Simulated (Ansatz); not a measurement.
A nudged elastic band was laid between two geometries of CH$_{7}$NSi$_{2}$ (11 atoms, charge 0, multiplicity 1).

Computed with Ansatz 0.2.0, UKS B3LYP-D4/def2-SVP.

| Property | Result |
| --- | --- |
| movable images | 5 |
| climbing image | yes |
| spring | 0.5 eV/Å² |
| optimiser | quadratic models (default) |
| start path | through a guess of the saddle point |
| force threshold | 0.03 eV/Å |
| iteration limit | 60 |
| end points | relaxed |

Image 0:

```xyz
11
Properties=species:S:1:pos:R:3
C -0.624 1.436 -0.340
N -0.085 0.127 -0.038
Si 0.187 -0.925 1.335
Si 0.743 -1.196 -0.832
H -1.010 1.477 -1.372
H -1.461 1.684 0.334
H 0.134 2.235 -0.237
H -1.020 -1.513 1.992
H 1.135 -0.460 2.393
H -0.039 -1.990 -1.827
H 2.106 -0.932 -1.388
```

Image 6:

```xyz
11
Properties=species:S:1:pos:R:3
C -0.618 1.190 -0.076
N -0.531 -0.253 0.185
Si 0.464 -1.038 1.784
Si 0.844 -1.332 -0.500
H -1.027 1.393 -1.080
H -1.252 1.684 0.678
H 0.388 1.627 -0.014
H -1.451 -0.689 0.109
H 1.442 0.140 1.695
H 0.179 -2.355 -1.366
H 1.627 -0.424 -1.394
```

Q: Which bonds break or form, and what moves?

A: Bonds broken: Si3–H8. Bonds formed: N2–H8.

Q: What energy profile does the band end with?

A: The run converged. The highest image is number 3 of 0 to 6, 2.29 eV above the first end and 1.93 eV above the last; the last end lies 0.35 eV above the first. Another band between the same ends (5 images) ends at a top of the same energy, where a vibrational analysis finds 1 clearly imaginary mode. The orbitals stay closed-shell, which can raise the energy where a bond breaks towards radicals; this wasn't checked here.

```csv
image,path coordinate (Å),energy (eV),Si3–H8 (Å),N2–H8 (Å)
0,0.00,0.00,1.49,2.77
1,0.71,0.15,1.48,2.66
2,1.42,1.11,1.45,2.17
3,2.13,2.29,1.57,1.56
4,2.68,1.22,1.98,1.06
5,3.22,0.56,2.34,1.01
6,3.76,0.35,2.57,1.02
```

Q: What is the geometry of the highest image?

A: 
```xyz
11
Properties=species:S:1:pos:R:3
C -0.643 1.262 -0.209
N -0.601 -0.188 -0.213
Si 0.342 -1.239 1.545
Si 0.666 -1.230 -0.755
H -1.064 1.606 -1.171
H -1.313 1.630 0.587
H 0.341 1.750 -0.071
H -1.082 -0.700 1.178
H 1.233 -0.084 1.970
H 0.274 -2.333 -1.667
H 1.912 -0.531 -1.174
```

The run took 4.2 min on 2 threads of Arm Neoverse V1, with other jobs on the host, peak memory 0.29 GiB.
